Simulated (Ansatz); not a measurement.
One change: `[F][GeH2][CH2][GaH2]` becomes `N#C[CH2][GeH2][F]`.

Ansatz, PBE0-D4/def2-TZVP geometries, multiplicity 1. Each molecule was computed in one conformer, which needn't be the lowest. `[F][GeH2][CH2][GaH2]` holds a close contact that its SMILES doesn't draw: Ga···F 2.25 Å.

Scalar relativity is left out up to krypton.

| property | `[F][GeH2][CH2][GaH2]` |
| --- | --- |
| LUMO energy (PBE/def2-TZVPP) / eV | -1.81 |
| HOMO energy (ωB97M-V/def2-TZVPP) / eV | -9.93 |
| HOMO energy (B3LYP/def2-TZVPP) / eV | -7.57 |
| HOMO–LUMO gap (PBE0/def2-TZVPP) / eV | 6.81 |
| LUMO energy (B3LYP/def2-TZVPP) / eV | -1.22 |
| LUMO energy (PBE0/def2-TZVPP) / eV | -0.97 |

Q: What does the change do to each property? (An estimate is asked.)

A: Computed: 
```
                             property  `N#C[CH2][GeH2][F]`  shift
    LUMO energy (PBE/def2-TZVPP) / eV                -1.34   0.47
HOMO energy (ωB97M-V/def2-TZVPP) / eV               -11.28  -1.35
  HOMO energy (B3LYP/def2-TZVPP) / eV                -8.84  -1.27
 HOMO–LUMO gap (PBE0/def2-TZVPP) / eV                 8.67   1.86
  LUMO energy (B3LYP/def2-TZVPP) / eV                -0.67   0.55
   LUMO energy (PBE0/def2-TZVPP) / eV                -0.40   0.57
```

With PBE0 the HOMO falls by 1.28 eV and the LUMO rises by 0.57 eV, so the gap widens by about 1.85 eV. PBE moves the HOMO by -1.14 eV and ωB97M-V by -1.35 eV. The zero-point energy changes by -11.3 kJ/mol with -3 modes.

Positive LUMOs are unbound, so they and the gaps depend on the basis.

B3LYP here is the variant with VWN-RPA as its local correlation; programs differ in this.
